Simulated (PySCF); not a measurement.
Cu(PH3)H (singlet state).
Structure used (PBE0-D3(BJ)/def2-SVP), in Å, numbered top down from 1:
```
atom  x, y, z in Å
Cu1    0.001    0.010   -1.583
P2     0.001   -0.002    0.643
H3     0.801   -0.944    1.343
H4    -1.212   -0.233    1.345
H5     0.410    1.154    1.360
H6    -0.001    0.013   -3.108
```

Method used: TDDFT CAM-B3LYP/def2-SVPD, vertical, gas phase, core orbitals frozen in the response (PySCF 2.14.0, density-fitted response routines).

Ground-to-excited transition dipoles (e·a0, same axes as the geometry; the sign carries no meaning), for the states with f of 0.002 or more among the lowest 13:

| state | E (eV) | μx | μy | μz |
| --- | --- | --- | --- | --- |
| S1 | 4.493 | -0.219 | -0.789 | 0.000 |
| S2 | 4.496 | 0.789 | -0.219 | -0.002 |
| S5 | 5.284 | -0.001 | -0.002 | 0.206 |
| S6 | 5.345 | 0.316 | -0.064 | -0.001 |
| S7 | 5.345 | -0.064 | -0.316 | -0.001 |
| S13 | 6.122 | 0.000 | -0.005 | 1.163 |

Work out the oscillator strengths.

f = (2/3) ΔE |μ|² with ΔE in hartree (27.2114 eV).

```json
{"state": "S1", "|μ|² (au)": "0.671", "|μ| (D)": "2.08", "f": "0.074"}
{"state": "S2", "|μ|² (au)": "0.671", "|μ| (D)": "2.08", "f": "0.074"}
{"state": "S5", "|μ|² (au)": "0.042", "|μ| (D)": "0.52", "f": "0.005"}
{"state": "S6", "|μ|² (au)": "0.104", "|μ| (D)": "0.82", "f": "0.014"}
{"state": "S7", "|μ|² (au)": "0.104", "|μ| (D)": "0.82", "f": "0.014"}
{"state": "S13", "|μ|² (au)": "1.353", "|μ| (D)": "2.96", "f": "0.203"}
```

What is the point group, and which symmetry does each of these states have?

C3v. From a totally symmetric ground state, an allowed state transforms like the component of the dipole operator along its μ. Polarised along the main axis, so A1: S5 and S13. Polarised across the main axis, so E: S1, S2, S6 and S7.

How is the summed strength of these states shared among x, y and z?

(2/3) Σ ΔE μα² gives 0.087 for x, 0.087 for y and 0.208 for z, 0.383 in all.

What peak molar absorption coefficient would the strongest computed level give as a lone Gaussian band 0.4 eV wide at half height?

ε(max) = 2.175×10⁸ f / FWHM, with the width in cm⁻¹. S13: 2.175×10⁸ × 0.2030 / 3226 ≈ 14000 L mol⁻¹ cm⁻¹.

S1/S2 and S6/S7 coincide within about 0.01 eV; within a degenerate level the directions of the single components are arbitrary.
